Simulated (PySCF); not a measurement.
Structure with atom numbers: `[CH3:1][c:2]1[n:3][n:4]([CH3:5])[c:6]([CH3:7])[c:8]1[F:9]`. Each H is labelled by its parent atom.

- GFN2-xTB structure
- PBE0/pcSseg-1 with gauge-including orbitals
- code: PySCF
- non-relativistic Hamiltonian, isolated molecule, averaged over atoms made equivalent by symmetry, fast rotation or ring inversion, single conformer

Q: List the cross peaks expected in HSQC, COSY and HMBC spectra.

A: 

HSQC (one-bond C–H):
```tsv
δH	δC
3.76 (H(C5))	38.4 (C5)
2.36 (H(C1))	13.1 (C1)
2.28 (H(C7))	10.0 (C7)
```

HMBC (two and three bonds, from the bond graph):
```tsv
δH	δC
3.76 (H(C5))	127.3 (C6)
2.36 (H(C1))	156.3 (C8), 136.5 (C2)
2.28 (H(C7))	156.3 (C8), 127.3 (C6)
```

No COSY cross peaks are expected.

References, each an isolated molecule treated in the same way: TMS for ¹H and ¹³C.

Short H···H contacts in this conformer between protons four or more bonds apart (candidates for NOE cross peaks, intensity ∝ r⁻⁶): H(C5)···H(C7) 2.66 Å.

Shifts are as computed. Against solution values, carbons near 30 ppm lie about +3 ppm off and those near 130 ppm about +5 ppm. Of 1211 compounds with measured shifts, 218 miss one by over three times the rms of a fit or turn the order of signals round; such compounds aren't used in these exercises.
